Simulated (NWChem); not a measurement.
System: SiH₂F₂; SMILES F[SiH2]F

NWChem printed, in part:

```
             Northwest Computational Chemistry Package (NWChem) 7.3.0
             --------------------------------------------------------

                             Geometry "geometry" -> ""
                             -------------------------

 Output coordinates in angstroms (scale by  1.889725989 to convert to a.u.)

  No.       Tag          Charge          X              Y              Z
 ---- ---------------- ---------- -------------- -------------- --------------
    1 Si                  14.0000     0.00000000     0.00000000     0.43285300
    2 F                    9.0000     1.30092600     0.00000000    -0.51828900
    3 F                    9.0000    -1.30092600     0.00000000    -0.51828900
    4 H                    1.0000     0.00000000     1.24622100     1.23204700
    5 H                    1.0000     0.00000000    -1.24622100     1.23204700

 Effective nuclear repulsion energy (a.u.)     117.0274453522

                                 NWChem DFT Module
                                 -----------------

 Summary of "ao basis" -> "ao basis" (spherical)
 ------------------------------------------------------------------------------
       Tag                 Description            Shells   Functions and Types
 ---------------- ------------------------------  ------  ---------------------
 Si                         def2-svp                 8       18   4s3p1d
 F                          def2-svp                 6       14   3s2p1d
 H                          def2-svp                 3        5   2s1p

 in cosmo_initialize ...
 calling solv_data for solv:h2o

 solvent parameters
 solvname_short: h2o
 solvname_long:  water
 dielec:       78.4000
 dielecinf:     1.7769
 aqueous SMD model solvent descriptors
 dielec:       78.4000
 sola:          0.8200

          ---------------
          -cosmo- solvent
          ---------------
 Cosmo: York-Karplus, doi: 10.1021/jp992097l
 dielectric constant -eps-     =  78.40
 screen = (eps-1)/(eps    )    =   0.98724
 surface charge correction     = lagrangian

   van der Waals surface
 --------------------------

[...]

                                COSMO-SMD solvation results
                                ---------------------------

             internal energy in gas <Psi(g)|H|Psi(g)> =      -489.922579472533
         internal energy in solvent <Psi(s)|H|Psi(s)> =      -489.922133950440
                               delta internal energy  =         0.000445522092 (    0.28 kcal/mol)
   total free energy in solvent <Psi(s)|H+V/2|Psi(s)> =      -489.926357510157
 polarization energy contribution <Psi(s)|V/2|Psi(s)> =        -0.004223559717 (   -2.65 kcal/mol)
    total free energy in solvent including G(SMD-CDS) =      -489.922046302899
                       G(SMD-CDS) energy contribution =         0.004311207259 (    2.71 kcal/mol)
     1 M fixed-concentration free energy of solvation =         0.000533169634 (    0.33 kcal/mol)

                       DFT Final Molecular Orbital Analysis
                       ------------------------------------

 Vector   15  Occ=2.000000D+00  E=-4.393397D-01
              MO Center= -1.4D-09, -2.8D-11, -4.7D-01, r^2= 2.2D+00
   Bfn.  Coefficient  Atom+Function         Bfn.  Coefficient  Atom+Function
  ----- ------------  ---------------      ----- ------------  ---------------
    22      0.363509  2 F  px                36      0.363509  3 F  px
    24      0.301881  2 F  pz                38     -0.301881  3 F  pz
    25     -0.248261  2 F  px                39     -0.248261  3 F  px
    27     -0.216566  2 F  pz                41      0.216566  3 F  pz
    11     -0.080983  1 Si px                17      0.055580  1 Si d  1

 Vector   16  Occ=2.000000D+00  E=-4.254359D-01
              MO Center=  9.5D-09, -7.3D-10,  2.9D-01, r^2= 2.6D+00
   Bfn.  Coefficient  Atom+Function         Bfn.  Coefficient  Atom+Function
  ----- ------------  ---------------      ----- ------------  ---------------
    24      0.343859  2 F  pz                38      0.343859  3 F  pz
    27     -0.236886  2 F  pz                41     -0.236886  3 F  pz
    47      0.212480  4 H  s                 52      0.212480  5 H  s
     3      0.203986  1 Si s                 10      0.185298  1 Si pz
     4      0.134659  1 Si s                  2      0.132513  1 Si s

 Vector   17  Occ=2.000000D+00  E=-3.532030D-01
              MO Center= -3.8D-10,  1.3D-09,  8.0D-01, r^2= 2.5D+00
   Bfn.  Coefficient  Atom+Function         Bfn.  Coefficient  Atom+Function
  ----- ------------  ---------------      ----- ------------  ---------------
    47      0.320434  4 H  s                 52     -0.320434  5 H  s
     9      0.268180  1 Si py                48      0.233016  4 H  s
    53     -0.233016  5 H  s                 23      0.224332  2 F  py
    37      0.224332  3 F  py                26     -0.161981  2 F  py
    40     -0.161981  3 F  py                 6     -0.139289  1 Si py

 Vector   18  Occ=0.000000D+00  E= 3.798964D-02
              MO Center=  1.7D-09, -4.5D-11,  7.5D-01, r^2= 3.0D+00
   Bfn.  Coefficient  Atom+Function         Bfn.  Coefficient  Atom+Function
  ----- ------------  ---------------      ----- ------------  ---------------
    11      1.027888  1 Si px                21     -0.362150  2 F  s
    35      0.362150  3 F  s                  8      0.276987  1 Si px
    27     -0.169636  2 F  pz                41      0.169636  3 F  pz
    24      0.166648  2 F  pz                38     -0.166648  3 F  pz
    17     -0.165179  1 Si d  1               5     -0.153136  1 Si px

[...]
```

Level: PBE0/def2-SVP, SMD on the gas-phase geometry. Structure relaxed at the PBE0/def2-SVP level. Solvent: water.

**Question.** Write an input that gives this output.

**Answer.** Several could match; the one computed here: the input that was run:
```
start job
memory heap 200 mb stack 900 mb global 1100 mb
geometry units angstroms noautosym nocenter noautoz
  Si     0.000000     0.000000     0.432853
  F      1.300926     0.000000    -0.518289
  F     -1.300926     0.000000    -0.518289
  H      0.000000     1.246221     1.232047
  H      0.000000    -1.246221     1.232047
end
basis spherical
  * library def2-svp
end
dft
  xc pbe0
  iterations 150
end
cosmo
  do_cosmo_smd true
  solvent water
end
task dft energy
```
